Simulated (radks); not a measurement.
The europium ion Eu8+, 55 electrons, occupied as [Kr] 4d10 4f4 5s1 5p4 (not the ground configuration). All-electron calculation, non-relativistic Kohn-Sham, PBE, spin-polarised, spherical densities, point nucleus; open shells are filled with parallel spins first (spin-orbit coupling, left out, can overturn this in heavy ions); relativity is left out, which matters for an element this heavy. Program: a radial shooting solver on a logarithmic mesh with Libxc functionals.

Radial electron density D(r) = 4 pi r^2 rho(r):

```
   r/bohr * D(r) (the largest magnitude, 106, reaches the edge; | marks zero)
 0.001373 | *
 0.001802 |  *
 0.002384 |    *
 0.003129 |       *
 0.004107 |           *
  0.00539 |                *
 0.007075 |                       *
 0.009287 |                              *
  0.01229 |                                     *
  0.01613 |                                        *
  0.02117 |                                        *
  0.02779 |                                     *
  0.03648 |                                     *
  0.04788 |                                            *
  0.06335 |                                                     *
  0.08315 |                                                      *
   0.1091 |                                              *
   0.1433 |                                           *
    0.188 |                                                *
   0.2468 |                                         *
    0.324 |                        *
   0.4286 |                    *
   0.5626 |                       *
   0.7385 |               *
   0.9694 |      *
    1.272 |   *
     1.67 | *
     2.21 *
      2.9 *
    3.807 *
```

D(r) has 4 maxima, at r = 0.0178, 0.0743, 0.196, 0.536 bohr, and minima at 0.0321, 0.133, 0.389 bohr, inside which lie 1.97, 11.45, 29.35 electrons.
